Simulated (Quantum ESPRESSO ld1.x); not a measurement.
The numbers below are computed, except where a source is named.
Species: the iron ion Fe4+. Configuration: [Ne] 3s2 3p5.5 3d4 4p0.5 (fractional occupations, a model configuration). Level of theory: scalar-relativistic Kohn-Sham, LDA (Slater exchange, Perdew-Zunger correlation), spin-polarised, spherical densities, point nucleus; open shells are filled with parallel spins first (ld1.x of Quantum ESPRESSO 7.5).

Normalised radial functions P(r) = r R(r), r in bohr:

r           4s up
0.002857   0.0359
0.00372    0.0454
0.004805   0.0567
0.006257   0.0706
0.008082   0.0863
0.01052    0.1044
0.0137     0.1235
0.0177     0.1411
0.02305    0.1549
0.02977    0.1593
0.03877    0.1479
0.05048    0.1128
0.06521    0.0505
0.08492   -0.0425
0.1097    -0.1482
0.1428    -0.2426
0.186     -0.2752
0.2402    -0.2036
0.3128    -0.0115
0.4041     0.2350
0.5262     0.4220
0.6852     0.3946
0.8851     0.1119
1.152     -0.3367
1.489     -0.7064
1.938     -0.8162
2.524     -0.6261
3.261     -0.3263
4.246     -0.1033
5.484     -0.0192
7.141     -0.0016

4s up (empty): eigenvalue -46.956 eV, 3 radial nodes at r = 0.0759, 0.317, 0.949 bohr, <r> = 2.02 bohr, 90 % of the charge inside 2.91 bohr.
